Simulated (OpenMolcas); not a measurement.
An OpenMolcas run meant for Ba+ (ANO-R3, X2C; inactive shells 1s 2s 2p 3s 3p 3d 4s 4p 4d 5s 5p; intended active space 1 electron in 9 orbitals (5d 6s 6p)). One step of its input:

```
&CASPT2
Multistate=6 1 2 3 4 5 6
Frozen=14 9
IPEA=0.25
Imaginary=2.0
MaxIter=60
WThr=0.0 0.3 0.05
PrWF=0.5
NoMix
```

The run finished. Its levels beside those of a sound run (SS-CASPT2, IPEA 0.25 Eh, imaginary shift 0.1 Eh (closed shells correlated: 5s 5p)), in cm⁻¹ above each run's lowest level:

| Level | This run | Usual run |
| --- | --- | --- |
| 6s ²S_1/2 | 0.0 | 0.0 |
| 6p ²P°_1/2 | 21509 | 22648 |
| 5d ²D_3/2 | 23734 | 23632 |
| 6p ²P°_3/2 | 23200 | 24338 |
| 5d ²D_5/2 | 25468 | 25366 |

Q: Which setting is unsound, and how much does it matter here?

A: The level shift is far above the usual 0.1 to 0.3 hartree and damps the second-order energy. Against the sound run the excited levels shown move by 620 cm-1 on average and by 1100 cm-1 at most.

CASPT2 does not keep the components of a term degenerate, so their means are used; among the terms shown or strongly mixed into the levels shown the widest spread is 420 cm-1 (5d ²D, the sound run). ANO sets are built for ground and valence states and can reach diffuse excited orbitals poorly. With one active electron, CASPT2 adds the correlation within the correlated inactive shells and between them and that electron, and leaves the splitting within a term as the reference gives it. The ANO-R sets hold no well-fitted valence p shell for this element, so s → p excitations can come out far too high. Only configurations of the active space appear.

° marks odd parity.
